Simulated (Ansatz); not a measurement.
System: C2H2B, charge 0, doublet. C2H2B (SMILES [BH]C#C, doublet).
B3LYP-D3(BJ)/def2-TZVP minimum from Ansatz (a program for electronic structure):
```xyz
5

B      0.2892    -1.3538    -0.4047
C      0.0007     0.0021    -0.0070
C     -0.2524     1.1140     0.4334
H     -0.4724     2.0820     0.8149
H      0.5366    -2.0092    -1.3493
```
Charge 0, spin multiplicity 2.

Atomisation energy term by term, kcal/mol (programs: Ansatz). UHF or UKS for unpaired electrons; spin-orbit terms are left out. Correlated methods leave the cores frozen. Rows without X2C or -DK are non-relativistic. CBS(X,Y): correlation extrapolated as X^-3, Hartree-Fock from the larger set (Q,5: extrapolated as (X+1)exp(-9√X)). A bracket is a step between two methods taken in the basis named. 'core' is core correlation in cc-pwCVTZ, 'X2C' scalar relativity in cc-pVTZ-DK, both at CCSD(T). Where a partner has so few electrons that a lower coupled-cluster level is exact, that level stands in. The UHF reference of C2H2B ([BH]C#C, doublet) is spin-contaminated (<S^2> up to 0.18 over the pure value in the sets run).

| term | basis | kcal/mol |
|---|---|---|
| Hartree-Fock | CBS(cc-pVQZ,cc-pV5Z) | 361.61 |
| CCSD correlation | CBS(cc-pVQZ,cc-pV5Z) | 103.77 |
| (T) | CBS(cc-pVQZ,cc-pV5Z) | 10.47 |
| CCSDT(Q) - CCSD(T) | cc-pVTZ | 0.81 |
| core correlation | cc-pwCVTZ | 3.23 |
| scalar relativity | X2C, cc-pVTZ-DK | -0.33 |
| sum: De |  | 479.6 |

The step beyond CCSD(T) by other levels: CCSDT(Q) in cc-pVDZ 1.06 kcal/mol.
